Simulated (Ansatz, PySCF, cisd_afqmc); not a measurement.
System: GeH2, charge 0, singlet. GeH2 (SMILES [GeH2]).
B3LYP-D3(BJ)/def2-TZVP minimum from Ansatz (a program for electronic structure):
```
Ge
H 1 1.5993
H 1 1.5993 2 90.65
```
Charge 0, spin multiplicity 1.

Atomisation energy term by term, kcal/mol (programs: Ansatz, cisd_afqmc). Radicals and triplets start from unrestricted determinants; spin-orbit coupling is neglected. Correlated methods leave the cores frozen (noble-gas shells, and filled d and f shells in the p block). No relativity. AFQMC/CISD: phaseless, guided by CISD from CCSD amplitudes; bars are statistical, one sigma. Outlying blocks are dropped, and bars are widened where a walk drifts. Over all cases where full CI ran beside it in this data, AFQMC minus full CI had a median of +0.1 mEh and passed +0.4 mEh in a tenth of the cases. CBS(X,Y): correlation extrapolated as X^-3, Hartree-Fock from the larger set (Q,5: extrapolated as (X+1)exp(-9√X)). A bracket is a step between two methods taken in the basis named. Full CI freezes restricted core orbitals, also for open shells; the composite that ends in it estimates full CI at the basis-set limit. Where a partner has so few electrons that a lower coupled-cluster level is exact, that level stands in. The restricted determinant of H2Ge ([GeH2], singlet) is unstable towards broken spin symmetry in at least one set run.

| term | basis | kcal/mol |
|---|---|---|
| Hartree-Fock | CBS(cc-pVQZ,cc-pV5Z) | 97.66 |
| CCSD correlation | CBS(cc-pVQZ,cc-pV5Z) | 42.67 |
| (T) | CBS(cc-pVQZ,cc-pV5Z) | 1.01 |
| CCSDT(Q) - CCSD(T) | cc-pV5Z | 0.15 |
| FCI - CCSDT(Q) | cc-pVDZ | 0.01 |
| minus zero-point energy | Hessian by PySCF at B3LYP-D3(BJ)/def2-TZVP | -6.76 |
| sum: D0 |  | 134.7 |

The step beyond CCSD(T) by other levels: FCI in cc-pVDZ 0.20; CCSDTQ in cc-pVDZ 0.19; AFQMC/CISD in cc-pVDZ 0.18 ± 0.07; CCSDT(Q) in cc-pVDZ 0.19; CCSDTQ in cc-pVTZ 0.14; AFQMC/CISD in cc-pVTZ 0.10 ± 0.22; CCSDT(Q) in cc-pVTZ 0.13; CCSDT(Q) in cc-pVQZ 0.14 kcal/mol.
